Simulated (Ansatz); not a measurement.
Basis sets compared for Si₂₁H₃₀. Charge 0, multiplicity 1. Geometry r2SCAN-D4/def2-SVP. Ansatz on 2 threads of AMD EPYC 7R13 on a shared host and a share (18 GiB) of an NVIDIA H100 80GB HBM3; times are rough, and most runs start from earlier orbitals.

```xyz
51

Si    0.421   -1.515    4.285
Si   -2.076    3.605    0.679
Si   -2.431    0.679    2.924
Si    0.977    0.934    1.508
Si    0.059    1.140   -2.291
Si    1.155   -1.286    0.588
Si   -1.925    0.415   -1.146
Si    3.833   -0.521   -1.768
Si    0.982   -2.177   -3.500
Si   -2.049   -2.729    1.654
Si    0.218    3.087    0.838
Si    2.400    1.343   -1.913
Si   -0.167    0.634    3.553
Si    3.466   -1.583    0.299
Si    0.230   -2.682    2.259
Si   -3.115    2.907    2.661
Si   -3.108    2.449   -1.088
Si   -2.621   -0.558    0.920
Si    0.028   -0.165   -4.249
Si    0.307   -2.504   -1.268
Si    3.323   -2.005   -3.514
H    -0.486   -2.043    5.353
H     1.834   -1.539    4.783
H    -2.153    5.094    0.507
H    -3.281   -0.043    3.929
H     2.415    1.214    1.854
H    -0.299    2.555   -2.660
H    -2.577   -0.496   -2.149
H     5.230    0.013   -1.901
H     0.507   -3.370   -4.276
H    -2.912   -2.962    2.859
H    -2.352   -3.801    0.657
H     0.725    3.856    2.027
H     0.914    3.641   -0.362
H     2.743    2.253   -0.780
H     2.761    2.069   -3.179
H     0.157    1.735    4.518
H     4.265   -0.952    1.395
H     3.813   -3.039    0.216
H     0.853   -4.044    2.251
H    -2.673    3.727    3.833
H    -4.605    2.999    2.540
H    -4.558    2.238   -0.776
H    -2.993    3.197   -2.379
H    -4.094   -0.590    0.607
H    -1.362   -0.384   -4.757
H     0.857    0.451   -5.334
H    -1.188   -2.559   -1.233
H     0.789   -3.871   -0.869
H     3.809   -1.471   -4.826
H     3.953   -3.343   -3.275
```

Single mean-field runs in def2-SVP, def2-TZVP are fitted with def2-universal-jkfit.

Binding counts from free atoms (Si triplet, H doublet) in the same basis, without a counterpoise term.

```json
{"level": "HF/6-31G", "functions": "333", "energy (Eh)": "-6084.0316", "HOMO (eV)": "-9.14", "LUMO (eV)": "1.55", "binding per atom (eV)": "1.97", "wall time": "5.5 s"}
{"level": "HF/def2-SVP (with forces)", "functions": "528", "energy (Eh)": "-6083.2005", "HOMO (eV)": "-9.29", "LUMO (eV)": "1.55", "binding per atom (eV)": "2.35", "wall time": "4.7 s"}
{"level": "PBE-D4/def2-SVP", "functions": "528", "energy (Eh)": "-6092.6264", "HOMO (eV)": "-6.18", "LUMO (eV)": "-2.18", "binding per atom (eV)": "3.23", "wall time": "4.2 s"}
{"level": "PBE0-D4/def2-SVP (with forces)", "functions": "528", "energy (Eh)": "-6093.2545", "HOMO (eV)": "-7.14", "LUMO (eV)": "-1.53", "binding per atom (eV)": "3.23", "wall time": "11 s"}
```

Question: Estimate the rows for PBE-D4/def2-TZVP, PBE0-D4/def2-TZVP.

Answer: 
```csv
level,functions,energy (Eh),HOMO (eV),LUMO (eV),binding per atom (eV),wall time
PBE-D4/def2-TZVP,957,-6094.7220,-6.16,-2.34,3.23,9 s
PBE0-D4/def2-TZVP,957,-6095.3270,-7.08,-1.65,3.23,12 s
```
